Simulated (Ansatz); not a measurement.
`COBCl` + H₂O → `COBO` + HCl at 400 K and 1 bar (formal hydrolysis of a B–Cl bond).

Program: Ansatz. Geometries: PBE0-D4/def2-TZVP. ΔE: electronic, gas phase. CBS: MP2 limit from def2 TZ/QZ plus the TZ coupled-cluster correction, frozen cores. This one scheme is used for every species. One conformer a species, not always the lowest.

```csv
species,CCSD(T)/CBS energy (Eh),H − E (kJ/mol),S (J/(mol·K))
`COBCl`,-600.27977,173.7,326.3
H₂O,-76.37941,69.8,198.6
`COBO`,-216.29255,210.6,319.8
HCl,-460.38127,29.6,195.4
```

H − E and S are ideal-gas, rigid-rotor, harmonic terms from PBE0-D4/def2-TZVP, for one conformer and one mirror image of each species. 1 Eh = 2625.50 kJ/mol, R = 8.31446 J/(mol·K).

Problem. By hand: ΔE, ΔH, ΔS and ΔG.

Solution. ΔE = (-216.29255) + (-460.38127) − (-600.27977) − (-76.37941) = -0.01464 Eh = -38.4 kJ/mol. Δ(H − E) = 210.6 + 29.6 − 173.7 − 69.8 = -3.3, so ΔH = -41.7 kJ/mol. ΔS = 319.8 + 195.4 − 326.3 − 198.6 = -9.7 J/(mol·K). ΔG = -41.7 − 400 × (-9.7)/1000 = -37.8 kJ/mol.

Problem. By hand: the equilibrium constant, and the temperature at which ΔG would vanish if ΔH and ΔS stayed fixed.

Solution. log₁₀ K = −ΔG/(RT ln 10) = 4.9. ΔG = 0 at ΔH/ΔS = 4299 K, far beyond where these terms or the molecules hold.

The number of gas molecules stays the same, so ΔS is small and ΔH decides. A doubt of 5 kJ/mol in ΔE shifts log₁₀ K by 0.7 here. Other conformers and mirror images would add mixing entropy, several J/(mol·K) or more a flexible species. These are equilibria of isolated gas molecules and say nothing of rates. Largest T1 diagnostic: 0.013 (customary marks: 0.02 for closed shells, 0.045 for open ones).
